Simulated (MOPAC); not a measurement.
Job for MOPAC: PM3 on FH4NOSi (SMILES N[SiH](O)F), a point of a torsion scan.

```
PM3 1SCF PRECISE CHARGE=0 THREADS=1
FH4NOSi

N      1.24915758 1    -0.35040096 1    -0.19661002 1
Si    -0.27343887 1     0.40235290 1     0.06828497 1
O     -1.45978589 1    -0.44239679 1    -0.62636224 1
F     -0.15534926 1     1.81568855 1    -0.68047830 1
H      2.07220816 1     0.22058308 1    -0.09815963 1
H      1.42369908 1    -1.26429244 1     0.18661986 1
H     -0.69848518 1     0.72031278 1     1.41690149 1
H     -1.30898850 1    -1.28674619 1    -1.03914451 1
```

Program output:

```
*******************************************************************************
 **                                                                           **
 **                              MOPAC v23.2.5                                **
 **                                                                           **
 *******************************************************************************
 ** MOPAC's Digital Object Identifier: https://doi.org/10.5281/zenodo.6511958 **
 **                                                                           **
 ** Please cite the open-source release paper for use of this MOPAC version:  **
 ** J. E. Moussa and J. J. P. Stewart (2026)                                  **
 ** MOPAC: An open-source semiempirical molecular orbital program             **
 ** J. Open Source Softw., 11(119), 8025, https://doi.org/10.21105/joss.08025 **
 *******************************************************************************

                              PM3 CALCULATION RESULTS

 *******************************************************************************
 *  PM3        - The PM3 Hamiltonian to be used
 *
 *
 *
 *                 CHARGE ON SYSTEM = 0
 *
 *
 *
 *  PRECISE    - TIGHTER CRITERIA TO BE USED
 *  1SCF       - DO 1 SCF AND THEN STOP
 *  THREADS=1  - MULTI-THREADING NOT USED
 *  T=         - A TIME OF 172800.0 SECONDS REQUESTED
 *  DUMP=N     - RESTART FILE WRITTEN EVERY 7200.0 SECONDS REQUESTED
 *******************************************************************************
PM3 1SCF PRECISE CHARGE=0 THREADS=1
 FH4NOSi

   ATOM   CHEMICAL          X               Y               Z
  NUMBER   SYMBOL      (ANGSTROMS)     (ANGSTROMS)     (ANGSTROMS)

     1       N          1.24915758  *  -0.35040096  *  -0.19661002  *
     2      Si         -0.27343887  *   0.40235290  *   0.06828497  *
     3       O         -1.45978589  *  -0.44239679  *  -0.62636224  *
     4       F         -0.15534926  *   1.81568855  *  -0.68047830  *
     5       H          2.07220816  *   0.22058308  *  -0.09815963  *
     6       H          1.42369908  *  -1.26429244  *   0.18661986  *
     7       H         -0.69848518  *   0.72031278  *   1.41690149  *
     8       H         -1.30898850  *  -1.28674619  *  -1.03914451  *



          CARTESIAN COORDINATES

    NO.       ATOM           X           Y           Z

     1         N          1.2492     -0.3504     -0.1966
     2        Si         -0.2734      0.4024      0.0683
     3         O         -1.4598     -0.4424     -0.6264
     4         F         -0.1553      1.8157     -0.6805
     5         H          2.0722      0.2206     -0.0982
     6         H          1.4237     -1.2643      0.1866
     7         H         -0.6985      0.7203      1.4169
     8         H         -1.3090     -1.2867     -1.0391

  H: (PM3): J. J. P. STEWART, J. COMP. CHEM. 10, 209 (1989).
  N: (PM3): J. J. P. STEWART, J. COMP. CHEM. 10, 209 (1989).
  O: (PM3): J. J. P. STEWART, J. COMP. CHEM. 10, 209 (1989).
  F: (PM3): J. J. P. STEWART, J. COMP. CHEM. 10, 209 (1989).
 Si: (PM3): J. J. P. STEWART, J. COMP. CHEM. 10, 209 (1989).

           Empirical Formula: H4 N O Si F  =     8 atoms



      MOLECULAR POINT GROUP   :   C1


      RHF CALCULATION, NO. OF DOUBLY OCCUPIED LEVELS = 13


 -------------------------------------------------------------------------------
 PM3 1SCF PRECISE CHARGE=0 THREADS=1
 FH4NOSi



     1SCF WAS SPECIFIED, SO BFGS WAS NOT USED
     SCF FIELD WAS ACHIEVED


                              PM3 CALCULATION
                                                       MOPAC v23.2.5 Linux




          FINAL HEAT OF FORMATION =       -176.94505 KCAL/MOL =    -740.33810 KJ/MOL


          COSMO AREA              =        102.67 SQUARE ANGSTROMS
          COSMO VOLUME            =         88.96 CUBIC ANGSTROMS

          IONIZATION POTENTIAL    =          9.022029 EV
          HOMO LUMO ENERGIES (EV) =         -9.022  0.905
          NO. OF FILLED LEVELS    =         13
          MOLECULAR WEIGHT        =         81.1216         POINT GROUP:  C1

          MOLECULAR DIMENSIONS (Angstroms)

            Atom       Atom       Distance
            H     8    H     5     3.81968
            H     6    F     4     3.54609
            H     5    H     7     2.34463


          SCF CALCULATIONS        =          1





   ATOM   CHEMICAL          X               Y               Z
  NUMBER   SYMBOL      (ANGSTROMS)     (ANGSTROMS)     (ANGSTROMS)

     1       N          1.24915758  *  -0.35040096  *  -0.19661002  *
     2      Si         -0.27343887  *   0.40235290  *   0.06828497  *
     3       O         -1.45978589  *  -0.44239679  *  -0.62636224  *
     4       F         -0.15534926  *   1.81568855  *  -0.68047830  *
     5       H          2.07220816  *   0.22058308  *  -0.09815963  *
     6       H          1.42369908  *  -1.26429244  *   0.18661986  *
     7       H         -0.69848518  *   0.72031278  *   1.41690149  *
     8       H         -1.30898850  *  -1.28674619  *  -1.03914451  *

                             CARTESIAN COORDINATES

   1    N        1.249157580    -0.350400960    -0.196610020
   2   Si       -0.273438870     0.402352900     0.068284970
   3    O       -1.459785890    -0.442396790    -0.626362240
   4    F       -0.155349260     1.815688550    -0.680478300
   5    H        2.072208160     0.220583080    -0.098159630
   6    H        1.423699080    -1.264292440     0.186619860
   7    H       -0.698485180     0.720312780     1.416901490
   8    H       -1.308988500    -1.286746190    -1.039144510


           Empirical Formula: H4 N O Si F  =     8 atoms



      MOLECULAR POINT GROUP   :   C1


                  EIGENVALUES
 -35.94200 -28.14314 -21.04453 -17.25465 -16.05250 -16.00477 -15.14482 -14.97302
 -13.86225 -12.82283 -11.68695 -10.87171  -9.02203   0.90497   1.77044   1.94930
   2.56920   4.63448   5.63732   5.65113


              NET ATOMIC CHARGES AND DIPOLE CONTRIBUTIONS

  ATOM NO.   TYPE          CHARGE      No. of ELECS.   s-Pop       p-Pop
    1          N          -0.254067        5.2541     1.41726     3.83681
    2         Si           0.942748        3.0573     0.90799     2.14926
    3          O          -0.518754        6.5188     1.73767     4.78109
    4          F          -0.291524        7.2915     1.60828     5.68324
    5          H           0.049248        0.9508     0.95075
    6          H           0.041084        0.9589     0.95892
    7          H          -0.180275        1.1803     1.18027
    8          H           0.211539        0.7885     0.78846
 DIPOLE           X         Y         Z       TOTAL
 POINT-CHG.     1.138    -1.319     0.794     1.914
 HYBRID         0.460    -0.649     0.546     0.965
 SUM            1.598    -1.968     1.339     2.867


          ATOMIC ORBITAL ELECTRON POPULATIONS

     Atom    s        px        py        pz
    1  N   1.41726   1.05794   1.03705   1.74181
    2 Si   0.90799   0.68002   0.67497   0.79427
    3  O   1.73767   1.63354   1.38790   1.75964
    4  F   1.60828   1.95228   1.80445   1.92651
    5  H   0.95075
    6  H   0.95892
    7  H   1.18027
    8  H   0.78846

 **********************
 *                    *
 * JOB ENDED NORMALLY *
 *                    *
 **********************




 == MOPAC DONE ==
```

The run finished.

Cost: roughly 0.020 core-seconds.
